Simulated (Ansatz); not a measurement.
Ideal-gas functions of C$_{2}$H$_{5}$FSi, SMILES `CC[Si]F` at 298.15 K and 1 bar, from an Ansatz frequency run at PBE0-D4/def2-TZVP.

Molar mass 76.15 g/mol, point group C1 (symmetry number 1), electronic degeneracy 1, moments of inertia 48.689, 118.061, 159.283 u Å². Harmonic wavenumbers (cm⁻¹, unscaled): 32, 171, 189, 377, 530, 610, 827, 906, 962, 1050, 1231, 1252, 1405, 1415, 1490, 1498, 2962, 3039, 3050, 3115, 3132.

Use S(trans) = R[1.5 ln M + 2.5 ln T − 1.1517]; rotational temperatures θ = 24.2544 K / I; S(rot) = R[ln(√π/σ · √(T³/θAθBθC)) + 1.5]; for each mode x = 1.438777 ν̃/T, S = R[x/(eˣ − 1) − ln(1 − e⁻ˣ)] and H = RT x/(eˣ − 1); 1 cm⁻¹ = 0.0119627 kJ/mol; R = 8.31446 J/(mol·K).

By hand: the entropy, in J/(mol·K).

Translation 162.9. Rotation: θ = 0.4981, 0.2054, 0.1523 K, giving 105.6. Vibration, mode by mode: 23.85, 10.14, 9.36, 4.40, 2.46, 1.81, 0.78, 0.57, 0.46, 0.32, 0.15, 0.14, 0.07, 0.07, 0.05, 0.05, 0.00, 0.00, 0.00, 0.00, 0.00, in all 54.7. Electronic 0.0. Sum 323.2 J/(mol·K).

By hand: H − E and G − E in kJ/mol, counted from the electronic energy.

Zero-point energy ½ × 29243 × 0.0119627 = 174.9; thermal vibration 7.9; translation, rotation and pV give 4 RT = 9.9. H − E = 192.7 kJ/mol, and G − E = 192.7 − 298.15 × 323.2/1000 = 96.3 kJ/mol.

Vibration gives 17 % of the entropy, 23.9 J/(mol·K) of it from the mode under 150 cm⁻¹: soft modes count most, and the harmonic formula is weakest for them. The sum counts one conformer and one mirror image; others add a mixing term.
